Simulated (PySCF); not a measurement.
PBE0 on Nb- (niobium, charge -1), [Kr] 4d4 5s2, high-spin 5D determinant. Calculation: PySCF 2.14, in aug-cc-pVTZ-DK; the spin-free X2C one-electron Hamiltonian (Gaussian nucleus).

```
cycle= 1 E= -3818.9496799822  delta_E= -0.0159  |g|= 0.0362  |ddm|= 2.02
cycle= 2 E= -3818.95127509943  delta_E= -0.0016  |g|= 0.0392  |ddm|= 0.39
cycle= 3 E= -3818.95237125232  delta_E= -0.0011  |g|= 0.00977  |ddm|= 0.221
cycle= 4 E= -3818.95260303629  delta_E= -0.000232  |g|= 0.00347  |ddm|= 0.134
cycle= 5 E= -3818.95270086731  delta_E= -9.78e-05  |g|= 0.000687  |ddm|= 0.136
cycle= 6 E= -3818.95270236668  delta_E= -1.5e-06  |g|= 0.000361  |ddm|= 0.00739
cycle= 7 E= -3818.95270266075  delta_E= -2.94e-07  |g|= 3.32e-05  |ddm|= 0.00318
cycle= 8 E= -3818.95270266748  delta_E= -6.73e-09  |g|= 1.1e-05  |ddm|= 0.000466
cycle= 9 E= -3818.95270266837  delta_E= -8.92e-10  |g|= 4.48e-06  |ddm|= 0.000284
converged SCF energy = -3818.95270266837  <S^2> = 6.079746  2S+1 = 5.0317973
```

Highest occupied orbital energy: 0.665 eV; ⟨L²⟩ = 6.06; populations by l: s 9.99, p 18.00, d 14.01, f 0.00.

**Question.** Can this result be used?

**Answer.** With care. The calculation finished and met its thresholds. ⟨S²⟩ = 6.08 against 6.00 shows spin contamination. At PBE0 the highest occupied level has a positive energy, so only the finite basis holds that electron; in a semilocal or global hybrid functional this comes from self-interaction and does not mean that the real anion is unbound.
